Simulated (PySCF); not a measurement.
Record of a relaxation.

Species: AlMe2(OSiMe3), C5H15AlOSi.
Bonds: Al1–C2, Al1–C6, Al1–O10, O10–Si11, Si11–C12, Si11–C13, Si11–C14. Hydrogens: H3, H4, H5 on C2; H7, H8, H9 on C6; H15, H16, H17 on C12; H18, H19, H20 on C13; H21, H22, H23 on C14.

Computed by this run: PySCF, PBE0-D3(BJ)/def2-SVP geometry optimisation, gas phase; density fitting, grid level 1; the optimiser is geomeTRIC in internal coordinates, started from a GFN2-xTB structure with every atom displaced at random (about 0.03 Å). The frame can shift and turn from step to step; on so coarse a grid that alone can change the energy by a few meV, and forces under 0.02 eV/Å are noise.

Step 0: E = -21930.4033 eV, largest atomic force 2.876 eV/Å
```
atom  x, y, z in Å  |  force x, y, z in eV/Å
Al1     0.935    1.296    1.110   -1.084   2.301   0.520
C2      2.766    1.008    1.553    1.427  -0.505  -2.044
H3      3.155    1.773    2.189    0.431   0.774   0.930
H4      3.504    0.985    0.650   -1.327   0.023   1.150
H5      2.889    0.034    2.025    0.095  -0.361   0.340
C6     -0.266    2.954    1.592    2.752  -0.375   0.746
H7     -1.179    2.612    2.030   -1.161  -0.391   0.242
H8     -0.459    3.562    0.708   -0.185   0.160  -0.310
H9      0.219    3.619    2.379   -0.373  -0.572  -0.857
O10     0.113    0.190    0.185   -0.469  -0.984  -0.511
Si11   -0.635   -0.960   -0.732   -0.062   0.172  -0.541
C12    -2.019   -0.127   -1.697   -0.296  -0.505  -0.842
C13    -1.353   -2.273    0.382    1.844  -0.297   0.702
C14     0.639   -1.658   -1.937    1.444  -0.441  -0.024
H15    -2.581   -0.883   -2.329    0.505   0.707   0.474
H16    -1.672    0.697   -2.350    0.152  -0.328  -0.051
H17    -2.750    0.356   -1.046   -0.278  -0.039   0.437
H18    -2.008   -1.878    1.139   -0.891   0.367   0.292
H19    -1.774   -3.117   -0.134   -0.719  -0.492  -0.526
H20    -0.538   -2.737    0.996   -0.108   0.302  -0.386
H21     1.029   -0.897   -2.649   -0.046   0.132   0.547
H22     1.555   -2.149   -1.446   -1.106   0.755  -0.349
H23     0.287   -2.417   -2.641   -0.546  -0.403   0.060
```

Step 1: E = -21930.9253 eV, largest atomic force 0.580 eV/Å
```
atom  x, y, z in Å  |  force x, y, z in eV/Å
Al1     0.906    1.337    1.100   -0.201   0.533   0.108
C2      2.770    1.088    1.588    0.228  -0.135   0.026
H3      3.151    1.872    2.263   -0.094  -0.054   0.052
H4      3.441    1.084    0.714   -0.033  -0.002  -0.140
H5      2.921    0.107    2.071    0.013   0.038   0.073
C6     -0.151    2.913    1.617    0.331  -0.290   0.174
H7     -1.110    2.583    2.051   -0.095   0.107  -0.125
H8     -0.351    3.542    0.736   -0.150   0.034  -0.006
H9      0.358    3.534    2.371   -0.002   0.038  -0.037
O10     0.081    0.196    0.159   -0.003  -0.273  -0.071
Si11   -0.656   -0.964   -0.763   -0.077   0.162  -0.111
C12    -2.048   -0.170   -1.737   -0.136   0.137   0.017
C13    -1.340   -2.290    0.365    0.389  -0.233   0.348
C14     0.610   -1.667   -1.946    0.216  -0.213  -0.446
H15    -2.577   -0.914   -2.352   -0.007  -0.023  -0.040
H16    -1.686    0.628   -2.405    0.066  -0.061  -0.010
H17    -2.791    0.293   -1.065    0.040  -0.067   0.022
H18    -2.054   -1.879    1.096   -0.128  -0.016  -0.132
H19    -1.796   -3.130   -0.180   -0.146   0.101  -0.029
H20    -0.513   -2.724    0.961   -0.051   0.061  -0.086
H21     0.998   -0.885   -2.623   -0.034   0.058   0.125
H22     1.480   -2.104   -1.432    0.003   0.036   0.135
H23     0.214   -2.458   -2.609   -0.130   0.062   0.154
```

Step 2: E = -21930.9591 eV, largest atomic force 0.172 eV/Å
```
atom  x, y, z in Å  |  force x, y, z in eV/Å
Al1     0.896    1.364    1.103   -0.035   0.015  -0.036
C2      2.767    1.068    1.573    0.041  -0.056   0.077
H3      3.158    1.838    2.259   -0.028  -0.034  -0.024
H4      3.415    1.063    0.681    0.001   0.011  -0.060
H5      2.909    0.085    2.055   -0.017   0.038  -0.005
C6     -0.146    2.922    1.630   -0.002  -0.027   0.071
H7     -1.118    2.609    2.049    0.011   0.053  -0.045
H8     -0.361    3.557    0.754   -0.039   0.013   0.005
H9      0.363    3.547    2.379    0.005   0.059   0.027
O10     0.076    0.209    0.158    0.037  -0.086  -0.020
Si11   -0.652   -0.957   -0.767   -0.003   0.068   0.014
C12    -2.052   -0.178   -1.742   -0.058   0.040   0.044
C13    -1.317   -2.291    0.372    0.079  -0.053   0.080
C14     0.621   -1.666   -1.945    0.046  -0.061  -0.155
H15    -2.574   -0.926   -2.358   -0.013  -0.027  -0.027
H16    -1.684    0.614   -2.413    0.021  -0.003   0.000
H17    -2.795    0.276   -1.065    0.024  -0.015  -0.012
H18    -2.056   -1.880    1.079   -0.013  -0.017  -0.050
H19    -1.788   -3.116   -0.186   -0.028   0.047   0.001
H20    -0.494   -2.721    0.967   -0.015  -0.004  -0.005
H21     1.005   -0.878   -2.613   -0.002   0.008   0.011
H22     1.482   -2.091   -1.407    0.014  -0.008   0.062
H23     0.203   -2.462   -2.584   -0.027   0.035   0.045
```

Step 3: E = -21930.9645 eV, largest atomic force 0.063 eV/Å
```
atom  x, y, z in Å  |  force x, y, z in eV/Å
Al1     0.886    1.374    1.104   -0.061   0.011  -0.012
C2      2.759    1.056    1.560   -0.011  -0.001   0.033
H3      3.161    1.818    2.247    0.007  -0.007  -0.022
H4      3.394    1.050    0.658    0.000   0.004  -0.005
H5      2.893    0.070    2.039   -0.011   0.003  -0.014
C6     -0.143    2.946    1.646    0.005  -0.028  -0.004
H7     -1.120    2.649    2.061    0.012   0.006   0.004
H8     -0.363    3.585    0.773    0.011   0.001  -0.004
H9      0.371    3.572    2.392    0.000  -0.001  -0.001
O10     0.072    0.213    0.158    0.042   0.013   0.012
Si11   -0.648   -0.957   -0.767    0.015   0.004   0.018
C12    -2.054   -0.185   -1.742   -0.014  -0.021   0.014
C13    -1.305   -2.297    0.372   -0.010   0.016  -0.021
C14     0.629   -1.669   -1.946   -0.006   0.021   0.008
H15    -2.571   -0.936   -2.361    0.002   0.001  -0.002
H16    -1.682    0.606   -2.412    0.000   0.008   0.003
H17    -2.797    0.265   -1.065    0.002   0.007  -0.007
H18    -2.055   -1.887    1.068    0.011  -0.002   0.004
H19    -1.782   -3.112   -0.195    0.009   0.002   0.000
H20    -0.488   -2.731    0.969   -0.007  -0.015   0.010
H21     1.016   -0.882   -2.613    0.007  -0.013  -0.012
H22     1.483   -2.092   -1.394   -0.004  -0.009   0.004
H23     0.200   -2.466   -2.574    0.002   0.001  -0.006
```

Step 4: E = -21930.9652 eV, largest atomic force 0.033 eV/Å
```
atom  x, y, z in Å  |  force x, y, z in eV/Å
Al1     0.881    1.379    1.104   -0.022  -0.009  -0.008
C2      2.753    1.053    1.555   -0.008   0.009   0.009
H3      3.163    1.813    2.239    0.013  -0.001  -0.006
H4      3.383    1.045    0.648   -0.002  -0.001   0.002
H5      2.883    0.067    2.032   -0.004  -0.005  -0.007
C6     -0.140    2.952    1.647   -0.013   0.008  -0.005
H7     -1.118    2.661    2.065    0.002   0.002   0.007
H8     -0.359    3.591    0.774    0.010   0.000  -0.001
H9      0.378    3.577    2.392    0.002  -0.005  -0.002
O10     0.070    0.215    0.161    0.021   0.005   0.002
Si11   -0.646   -0.956   -0.765    0.011  -0.001   0.006
C12    -2.054   -0.187   -1.739   -0.003  -0.019   0.003
C13    -1.303   -2.299    0.372   -0.007   0.014  -0.017
C14     0.631   -1.669   -1.943   -0.010   0.021   0.023
H15    -2.570   -0.937   -2.360    0.003   0.004   0.001
H16    -1.683    0.606   -2.407   -0.002   0.005   0.002
H17    -2.798    0.262   -1.063   -0.003   0.005  -0.001
H18    -2.054   -1.891    1.066    0.005   0.001   0.009
H19    -1.780   -3.111   -0.199    0.006  -0.004  -0.003
H20    -0.488   -2.737    0.970   -0.003  -0.009   0.005
H21     1.022   -0.885   -2.611    0.006  -0.009  -0.006
H22     1.483   -2.094   -1.388   -0.004  -0.006  -0.004
H23     0.201   -2.465   -2.570    0.002  -0.004  -0.008
```

Step 5: E = -21930.9656 eV, largest atomic force under 0.02 eV/Å
```
atom  x, y, z in Å  |  force x, y, z in eV/Å
Al1     0.876    1.383    1.106    0.005   0.001   0.005
C2      2.748    1.050    1.549   -0.003   0.015  -0.003
H3      3.170    1.808    2.228    0.009  -0.001   0.005
H4      3.370    1.037    0.637   -0.002  -0.004  -0.001
H5      2.873    0.062    2.023    0.002  -0.005   0.002
C6     -0.138    2.961    1.647   -0.011   0.008  -0.007
H7     -1.117    2.679    2.069   -0.002   0.000   0.002
H8     -0.353    3.601    0.773    0.004  -0.001   0.000
H9      0.386    3.584    2.389    0.006  -0.004   0.001
O10     0.069    0.217    0.164   -0.003  -0.007  -0.006
Si11   -0.645   -0.956   -0.762   -0.002   0.001  -0.005
C12    -2.055   -0.189   -1.735    0.004  -0.003  -0.003
C13    -1.301   -2.302    0.371    0.000   0.002   0.002
C14     0.633   -1.668   -1.939   -0.006   0.004   0.011
H15    -2.568   -0.939   -2.358    0.000   0.001   0.000
H16    -1.685    0.607   -2.400   -0.002   0.000   0.000
H17    -2.801    0.258   -1.058   -0.002  -0.001   0.003
H18    -2.052   -1.897    1.067   -0.001   0.001   0.004
H19    -1.777   -3.112   -0.205   -0.002  -0.002  -0.002
H20    -0.489   -2.745    0.969    0.002   0.000  -0.002
H21     1.029   -0.888   -2.608    0.003   0.001   0.002
H22     1.481   -2.098   -1.383    0.001  -0.003  -0.004
H23     0.201   -2.464   -2.567    0.000  -0.002  -0.003
```

**Question.** Summarise the path.

**Answer.** The energy falls by 0.5624 eV from step 0 to step 5; nine tenths of that is first reached at step 1. It falls at every step. The largest force goes from 2.876 to under 0.02 eV/Å. Among the bonds Al1–C6 changes most, from 2.104 to 1.952 Å; the atoms move by 0.093 Å rms after alignment.

**Question.** Follow the three bonds and two angles with the largest change from start to end.

**Answer.** 
```csv
step,E above end (eV),largest force (eV/Å),Al1–C6 (Å),C2–H4 (Å),Al1–C2 (Å),H21–C14–H23 (°),H18–C13–H20 (°)
0,0.5624,2.876,2.104,1.167,1.905,100.1,102.1
1,0.0403,0.580,1.967,1.102,1.943,105.4,105.9
2,0.0065,0.172,1.947,1.102,1.952,107.3,107.5
3,0.0012,0.063,1.955,1.103,1.954,107.9,108.0
4,0.0004,0.033,1.952,1.104,1.953,107.9,108.0
5,0.0000,under 0.02,1.952,1.104,1.953,107.8,107.9
```

What follows is the cost of the whole optimisation. Time: 45 s wall, 2.0 min CPU; peak memory 0.92 GiB. Hardware: Intel Xeon 6975P-C, 2 threads, shared host.
